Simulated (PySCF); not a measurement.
C$_{2}$H$_{7}$InO, singlet, geometry from GFN2-xTB (such geometries of metal compounds can be far from the true shape) (core potentials on In).

Here is a job for PySCF.
```python
from pyscf import gto, scf, dft

mol = gto.M(
    atom='''
In   -0.571911    0.621045    0.182481
H    -1.000751    0.120419    1.762228
H    -1.169732    1.960521   -0.657535
O     0.709360   -0.248648   -1.005285
C     1.504075   -1.390715   -0.842134
C     1.315785   -2.056522    0.517458
H     1.252849   -2.106485   -1.637874
H     2.557784   -1.102375   -0.965430
H     0.267755   -2.348873    0.635556
H     1.948903   -2.937121    0.603771
H     1.572782   -1.344692    1.308048
''',
    basis='def2-sv(p)',
    ecp={'In': 'def2-sv(p)'},
    charge=0,
    spin=0,
    verbose=4,
    max_memory=1800,
)

mf = dft.RKS(mol)
mf.xc = 'r2scan'
mf = mf.density_fit(auxbasis='def2-universal-jkfit')
mf.kernel()
```

Predict the dipole moment from DF-R2SCAN/def2-SV(P) (PySCF).

1.43 D

What is the computed HOMO energy (DF-R2SCAN/def2-SV(P))?

-6.18 eV

What nuclear repulsion energy does DF-R2SCAN/def2-SV(P) give?

197.2930 Eh

Give the HOMO-LUMO gap at the level DF-R2SCAN/def2-SV(P).

4.44 eV
